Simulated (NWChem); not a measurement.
Species: SiN$_{2}$H$_{4}$, singlet; SMILES N[Si]N

All runs: NWChem. Low-valent species are run as closed-shell singlets; no triplet was tried in these runs. The geometry was optimised at PBE0/def2-SVP. One conformer.

Diagonal of the polarisability tensor at CAM-B3LYP/def2-SVPD, static: 57.00, 40.38, 49.93 bohr³.

Problem. Find the mean polarisability volume, the molar refraction, and the refractive index that an ideal gas of it would have at 273.15 K and 1 atm.

Solution. 
1. Mean: one third of the trace = 49.10 bohr³ × 0.14818 Å³/bohr³ = 7.28 Å³.
2. Molar refraction (Lorentz-Lorenz): (4π/3) N_A α = 18.4 cm³/mol.
3. Number density p/kT = 2.687 × 10⁻⁵ Å⁻³; n − 1 = 2π N α = 12.28 × 10⁻⁴.
4. These hold the electronic response alone: vibrational and orientational terms add to the static dielectric constant.
